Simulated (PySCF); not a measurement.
# Two-component Hartree-Fock for Sb²⁺ (antimony, charge +2)

Start: [Kr] 4d10 5s2 5p1; 5p1/2 filled at m_j = +1/2. Calculated with PySCF 2.14 in x2c-SVPall-2c: generalised Hartree-Fock with the X2C-1e Hamiltonian and a Gaussian nucleus; one run each with spin-orbit coupling (SO) switched off, then screened by Boettger's factors.

```
spinor shell  electrons  ε, spin-free (eV)  ε, screened SO (eV)  weight of nominal j (screened SO)  rms radius, screened SO (bohr)
       1s1/2          2           -30656.9             -30653.7                              1.000                          0.0326
       2s1/2          2            -4774.0              -4773.0                              1.000                           0.133
       2p1/2          2            -4281.8              -4456.7                              1.000                           0.115
       2p3/2          4            -4281.8              -4201.9                              1.000                           0.120
       3s1/2          2            -990.90              -990.48                              1.000                           0.352
       3p1/2          2            -826.25              -859.34                              1.000                           0.345
       3p3/2          4            -826.25              -810.79                              1.000                           0.356
       3d3/2          4            -575.38              -580.92                              1.000                           0.330
       3d5/2          6            -575.38              -571.15                              1.000                           0.333
       4s1/2          2            -194.64              -194.40                              1.000                           0.840
       4p1/2          2            -141.69              -147.76                              1.000                           0.893
       4p3/2          4            -141.69              -138.60                              1.000                           0.921
       4d3/2          4            -62.387              -62.998                              1.000                            1.11
       4d5/2          6            -62.387              -61.631                              1.000                            1.11
       5s1/2          2            -32.972              -32.865                              0.997                            2.28
       5p1/2          1            -24.403              -24.984                              0.996                            2.68
```

| quantity | spin-free | screened SO |
| --- | --- | --- |
| E (hartree) | -6475.59518 | -6477.24130 |
| M_J | 1/2 | 1/2 |
| ⟨J²⟩ | 1.056 | 0.771 |
| ⟨L²⟩ | 2.033 | 2.046 |
| ⟨S²⟩ | 0.761 | 0.776 |

Each row is a mean over spinors that exchange with the open shell spreads, by up to 0.545 eV (4p1/2).

Breit and QED terms are absent; they matter most for the inner s and p1/2 levels.

Densities and radii are taken from the X2C orbitals without a picture-change correction, which distorts them close to the nucleus.

Without spin-orbit coupling the j labels of p, d and f shells carry no meaning; the spin-free column gives the mean over the occupied spinors of each nl shell, and its ⟨J²⟩ belongs to a mixture of degenerate components.
